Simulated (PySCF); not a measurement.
C²⁺ (carbon, charge +2) across methods

[He] 2s2, closed-shell 1S. All numbers are calculated (PySCF 2.14, scalar relativity by spin-free X2C-1e, in aug-cc-pVTZ-DK (5s4p3d2f, 46 functions)).

```csv
method,E (hartree),mean ε 1s (eV),mean ε 2s (eV),Σ⟨r²⟩ (bohr²),⟨S²⟩
LDA,-36.1435,-305.81,-40.161,4.610,0.000
UHF,-36.42272,-344.33,-46.115,4.620,0.000
BLYP,-36.5282,-309.13,-40.290,4.585,0.000
PBE0,-36.4854,-317.58,-42.046,4.574,0.000
r2SCAN,-36.5009,-312.38,-40.679,4.592,0.000
B97-3,-36.5300,-318.53,-42.239,4.547,0.000
LC-wPBE,-36.4903,-314.49,-45.285,4.571,0.000
MN15,-36.5181,-312.56,-42.885,4.563,0.000
PBE,-36.4747,-308.44,-40.365,4.573,0.000
```
